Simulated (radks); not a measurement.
Results of a calculation; reference values are marked as such.
Q: Valence configurations of In+ (all share [Kr]). Level of theory: scalar-relativistic Kohn-Sham, PBE, spin-unpolarised, spherical densities, point nucleus (a radial shooting solver on a logarithmic mesh with Libxc functionals). Order these by energy: 4d8 5s2 5p2; 4d10 5s1 5p1; 4d7.5 5p4.5; 4d8.5 5s1 5p2.5; 4d9.5 5s1 5p1.5; 4d9.5 5s2 5p0.5; 4d9 5s2 5p1; 4d10 5s2; 4d7.5 5s2 5p2.5; 4d10 5p2.

A: From the lowest, in eV above it: 4d10 5s2 0.000; 4d10 5s1 5p1 6.593; 4d9.5 5s2 5p0.5 9.346; 4d10 5p2 13.378; 4d9.5 5s1 5p1.5 16.324; 4d9 5s2 5p1 19.752; 4d8.5 5s1 5p2.5 38.939; 4d8 5s2 5p2 43.782; 4d7.5 5s2 5p2.5 57.422; 4d7.5 5p4.5 74.363. NIST lists [Kr] 4d10 5s2 as the ground configuration; this level of theory agrees among the configurations tried. The energies are those of spherical spin-averaged densities, not of single terms.
